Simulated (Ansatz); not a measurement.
Consider the hydrogenolysis of a C–Cl bond: `Cl[CH2][ZnH]` + H₂ → `[CH3][ZnH]` + HCl.

Gas-phase electronic energies from Ansatz, PBE0-D4/def2-TZVP geometries. CCSD(T)/CBS adds triple-zeta CCSD(T) − MP2 to the extrapolated MP2 energy (def2 sets, frozen cores). This one scheme is used for every species. DFT in def2-TZVPP. For Zn outer-core shells are correlated without core-valence functions, which leaves a few kJ/mol of doubt a bond. Scalar relativity is left out up to krypton.

`Cl[CH2][ZnH]`:

```xyz
6

Cl    1.677   -0.419   -0.933
C     0.202   -0.658    0.078
Zn   -0.696    1.079    0.103
H    -0.370   -1.459   -0.388
H     0.545   -1.006    1.052
H    -1.359    2.465    0.088
```

H₂:

Z-matrix (Å, degrees):
```
H
H 1 0.746
```

`[CH3][ZnH]`:

```xyz
6

C    -0.629    0.078   -0.316
Zn    1.095   -0.137    0.550
H    -1.274    0.752    0.254
H    -0.515    0.494   -1.320
H    -1.145   -0.881   -0.407
H     2.467   -0.308    1.239
```

HCl:

Z-matrix (Å, degrees):
```
Cl
H 1 1.279
```

```
        level  ΔE (kcal/mol)
       PBE-D4          -20.8
      ωB97M-V          -22.1
HF/def2-TZVPP          -24.8
 HF/CBS(def2)          -24.7
```

Task: What does CCSD(T)/CBS give? (Best estimate.)

Result: The calculation gave: -21.9 kcal/mol. The listed levels differ from it by 1.1, -0.2, -2.9, -2.8 kcal/mol.

Largest T1 diagnostic among the species: 0.014.

At CCSD(T), def2-SVP lies −3.0 kcal/mol from the extrapolated value and def2-TZVPP −1.1 kcal/mol. From r2SCAN to r2SCAN0 (25 % exact exchange), in def2-TZVPP and without D4, ΔE moves by −1.0 kcal/mol.
